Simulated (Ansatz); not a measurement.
Coupled-cluster diagnostics for BiI3, Ansatz.

Geometry of the singlet (PBE-D4/def2-SVP):

```xyz
4

Bi   -0.0819   -0.0536   -0.9608
I    -1.7637   -1.7630    0.5723
I    -0.6236    2.4699    0.2390
I     2.4693   -0.6533    0.1495
```

In the def2 sets Bi, I take a core potential; there is no spin–orbit coupling. Correlated methods freeze 16 core orbitals; core or outer-core shells of Bi, I are correlated, in sets that lack core-valence functions.

Q: Estimate the CCSD(T) correlation energy, the shares of MP2 and (T), T1 and the reference's ⟨S²⟩ for: charge 0, singlet, own geometry in def2-SVP; charge 1, doublet, vertical in def2-SVP; and the rough time on 4 threads of Arm Neoverse V1 on a shared host.

A: 
```
                          state     basis  correlation (eV)  MP2 share (%)  (T) share (%)     T1  ⟨S²⟩ (pure)  wall time            remarks
charge 0, singlet, own geometry  def2-SVP           -13.600           92.6            3.0  0.009  0.00 (0.00)       14 s                  –
    charge 1, doublet, vertical  def2-SVP           -13.550           90.4            3.8  0.020  0.90 (0.75)       72 s  spin-contaminated
```
Customary marks for T1 are 0.02 (closed shells), 0.045 (open shells) and about 0.05 (3d metals). T1 exceeds 0.02 in 1 of 2 rows and 0.045 in 0; the higher it lies, the less the single-reference result can be trusted.
